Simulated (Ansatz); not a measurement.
Reaction (ligand exchange at a Zn–F bond): `C[CH](C)[Zn][F]` + CH₃SH → `C[S][Zn][CH](C)C` + H–F

Program: Ansatz. Geometries: PBE0-D4/def2-TZVP. ΔE: electronic, gas phase. CCSD(T)/CBS is the MP2 limit (def2-TZVPP, def2-QZVPP) plus CCSD(T) − MP2 in def2-TZVPP, frozen cores. This one scheme is used for every species. DFT in def2-TZVPP. HSE06 is defined as in plane-wave codes. For Zn outer-core shells are correlated without core-valence functions, which leaves a few kJ/mol of doubt a bond. Scalar relativity is left out up to krypton. Each species was taken in one conformer, which may not be the lowest.

`C[CH](C)[Zn][F]`:

```xyz
12

C    -1.116   -0.684    0.478
C     0.019   -0.158   -0.395
C     0.148    1.357   -0.281
Zn    1.698   -1.063   -0.032
F     3.219   -1.884    0.294
H    -1.271   -1.760    0.363
H    -0.937   -0.490    1.540
H    -2.059   -0.188    0.219
H    -0.209   -0.406   -1.439
H     0.911    1.765   -0.948
H     0.400    1.669    0.737
H    -0.803    1.842   -0.536
```

CH₃SH:

Z-matrix (Å, degrees):
```
C
S 1 1.806
H 1 1.089 2 111.5
H 1 1.089 2 111.5 3 -123.8
H 1 1.090 2 106.2 3 118.1
H 2 1.342 1 97.1 3 61.9
```

`C[S][Zn][CH](C)C`:

Cartesian coordinates in Å:
```
C 0.045 -2.851 -2.051
S 1.319 -1.570 -2.304
Zn 0.841 -0.131 -0.740
C 0.439 1.182 0.664
C -0.644 2.170 0.243
C 0.086 0.513 1.990
H -0.961 -2.457 -2.196
H 0.223 -3.621 -2.802
H 0.121 -3.309 -1.066
H 1.374 1.738 0.803
H -1.602 1.673 0.066
H -0.384 2.711 -0.671
H -0.815 2.918 1.028
H 0.877 -0.151 2.348
H -0.088 1.265 2.771
H -0.831 -0.080 1.915
```

H–F:

Cartesian coordinates in Å:
```
F -0.132 -0.331 -0.291
H 0.132 0.331 0.291
```

CCSD(T)/CBS gives 0.0 kJ/mol.

**Question.** Another level gave +12.7 kJ/mol. Which?
A. BLYP-D4/def2-TZVPP
B. CAM-B3LYP/def2-TZVPP
C. BHLYP-D4/def2-TZVPP
D. HSE06-D4/def2-TZVPP

**Answer.** A. BLYP-D4 12.7, BHLYP-D4 5.6, CAM-B3LYP 19.1, HSE06-D4 -3.3 kJ/mol.

Largest T1 diagnostic among the species: 0.014.

Leaving LDA and LC-ωPBE aside and taking each functional with its dispersion term where it has one, the values, not all of them listed here, spread over 17.4 kJ/mol, from HSE06-D4 to CAM-B3LYP-D4. LDA lies −6.7 kJ/mol from PBE without D4. From PBE to PBE0 (25 % exact exchange), in def2-TZVPP and without D4, ΔE moves by −5.8 kJ/mol. At CCSD(T), def2-SVP lies +11.7 kJ/mol from the extrapolated value and def2-TZVPP +2.0 kJ/mol.
